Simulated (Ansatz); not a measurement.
`O=C[SiH2]O[SiH3]` → C• + 6 H• + 2 O• + 2 Si•  (atomization)

Calculated with Ansatz (gas phase, PBE0-D4/def2-TZVP geometries, no zero-point term in ΔE). CCSD(T)/CBS is the MP2 limit (def2-TZVPP, def2-QZVPP) plus CCSD(T) − MP2 in def2-TZVPP, frozen cores. This one scheme is used for every species, atoms too. Functionals use def2-TZVPP. No spin–orbit coupling; open shells (•) take unrestricted orbitals. Spin–orbit coupling would lower the free atoms: a little for C, O, Si. One conformer a species, not always the lowest.

CCSD(T)/CBS gives +957.0 kcal/mol.

(1) Another level gave +945.0 kcal/mol. Which?
A. PBE0/def2-TZVPP
B. HF/def2-TZVPP
C. MP2/def2-TZVPP
D. r2SCAN/def2-TZVPP

Largest T1 diagnostic among the species: 0.014.

Answers

(1) C. MP2/def2-TZVPP 945.0, PBE0 937.5, r2SCAN 952.7, HF/def2-TZVPP 693.5 kcal/mol.

The D4 term adds +9.5 kcal/mol with B3LYP and +5.0 kcal/mol with PBE0; it sums over pairs of atoms, weighted by their polarisabilities, and B3LYP, whose exchange is more repulsive, gets the larger term. In def2-TZVPP, CCSD(T) changes the Hartree–Fock value by +236.0 kcal/mol (the triples alone add +13.8 kcal/mol) and MP2 by +251.5 kcal/mol; breaking electron pairs costs correlation energy, which Hartree–Fock lacks.

B3LYP here is the variant with VWN-RPA as its local correlation; programs differ in this.

For atomizations the MP2-based limit and the directly extrapolated one differ by several kJ/mol either way, and by 10 to 25 for some Ge, Se and Sn compounds, so smaller differences from it don't rank the levels.
